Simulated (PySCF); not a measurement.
From one molecule to another.

First species: H₉PSi₃.
Structure used (GFN2-xTB), in Å, numbered top down from 1:
```xyz
13
H9PSi3 angstrom
Si    -1.8365   -0.9396   -0.2101
Si     0.1362    0.2650   -0.5778
Si     2.1428   -0.5958    0.2473
P     -0.0110    2.3825    0.1830
H     -2.1021   -1.1036    1.2234
H     -1.7417   -2.2806   -0.7893
H     -3.0363   -0.3124   -0.7741
H      0.2715    0.5064   -2.0322
H      2.4606   -1.8428   -0.4507
H      3.2997    0.2884    0.1004
H      2.0428   -0.9265    1.6725
H     -1.3528    2.5375   -0.0993
H     -0.2776    2.0219    1.4891
```

Second species: C₆H₁₀FN.
Z-matrix (Å and degrees, GFN2-xTB geometry), rows numbered from 1:
```
C 
C   1  1.3341
C   2  1.4994  1  120.61
C   2  1.4613  1  119.55  3   179.70
F   4  1.3696  2  111.93  1    -3.09
C   4  1.3344  2  134.23  1   176.22
C   6  1.4995  4  131.76  2     4.27
N   7  1.4593  6  112.43  4   110.41
H   1  1.0761  2  121.24  3    -0.03
H   1  1.0757  2  122.41  3   179.90
H   3  1.0886  2  110.74  1  -116.28
H   3  1.0882  2  111.07  1   122.70
H   3  1.0874  2  109.57  1     3.04
H   6  1.0852  4  114.80  2   179.83
H   7  1.0952  6  108.59  4  -131.31
H   7  1.0868  6  112.85  4   -11.36
H   8  1.0152  7  110.11  6   -59.95
H   8  1.0152  7  110.30  6    58.41
```

Levels: PBE0/def2-SVPD for dipole moment, HOMO energy, LUMO energy, HOMO–LUMO gap, static isotropic polarisability and electronic spatial extent ⟨r²⟩ about the centre of nuclear charge; TDDFT PBE0/def2-SVPD for lowest singlet excitation; TDA PBE0/def2-SVPD for lowest triplet excitation (Tamm–Dancoff); GFN2-xTB for rotational constant A and rotational constant C. Geometries: GFN2-xTB. All species are isolated and taken at one optimised geometry, non-relativistic unless stated; the electronic structure was computed with PySCF and density fitting.

The conformers computed, where there is a choice (atom-mapped SMILES and torsion angles):
- `[SiH3:1][SiH:2]([SiH3:3])[PH2:4]`: H–P4–Si2–Si1 -34°, H–P4–Si2–Si1 59°
- `[CH2:1]=[C:2]([CH3:3])/[C:4]([F:5])=[CH:6]\[CH2:7][NH2:8]`: C1–C2–C4–F5 -3°, C4–C6–C7–N8 110°, H–N8–C7–C6 -60°, H–N8–C7–C6 58°

Values for the first species:

* Dipole moment: 0.58 D
* HOMO energy: -7.32 eV
* LUMO energy: -0.67 eV
* HOMO–LUMO gap: 6.65 eV
* Lowest singlet excitation: 5.60 eV
* Lowest triplet excitation (Tamm–Dancoff): 5.01 eV
* Static isotropic polarisability: 119.3 au
* Electronic spatial extent ⟨r²⟩ about the centre of nuclear charge: 1171 bohr²
* Rotational constant A: 2.079 GHz
* Rotational constant C: 1.032 GHz

Q: Estimate the same properties for the second species, and the change in each.

A: 
```json
{"property": "dipole moment", "first": "0.58 D", "second": "0.88 D", "second less first": "+0.30 D"}
{"property": "HOMO energy", "first": "-7.32 eV", "second": "-6.63 eV", "second less first": "+0.69 eV"}
{"property": "LUMO energy", "first": "-0.67 eV", "second": "-1.02 eV", "second less first": "-0.35 eV"}
{"property": "HOMO–LUMO gap", "first": "6.65 eV", "second": "5.61 eV", "second less first": "-1.04 eV"}
{"property": "lowest singlet excitation", "first": "5.60 eV", "second": "5.04 eV", "second less first": "-0.56 eV"}
{"property": "lowest triplet excitation (Tamm–Dancoff)", "first": "5.01 eV", "second": "3.12 eV", "second less first": "-1.89 eV"}
{"property": "static isotropic polarisability", "first": "119.3 au", "second": "88.9 au", "second less first": "-30.4 au"}
{"property": "electronic spatial extent ⟨r²⟩ about the centre of nuclear charge", "first": "1171 bohr²", "second": "1185 bohr²", "second less first": "+14 bohr²"}
{"property": "rotational constant A", "first": "2.079 GHz", "second": "3.082 GHz", "second less first": "+1.003 GHz"}
{"property": "rotational constant C", "first": "1.032 GHz", "second": "0.993 GHz", "second less first": "-0.039 GHz"}
```

On the first: The principal polarisabilities are 96.0, 128.3 and 133.5 au; their mean is the isotropic value. The polarisability is 17.67 Å³ as a volume (1 au = 0.148185 Å³), or 1.81 au for each of the 66 electrons.

On the second: The dipole equals about 2.9 × 10⁻³⁰ C·m (1 D = 3.33564 × 10⁻³⁰ C·m). The vertical singlet–triplet gap S1 − T1 is 1.92 eV (TDDFT singlet less Tamm–Dancoff triplet; S1: HOMO→LUMO, weight 0.74; T1: HOMO→LUMO, weight 0.84).
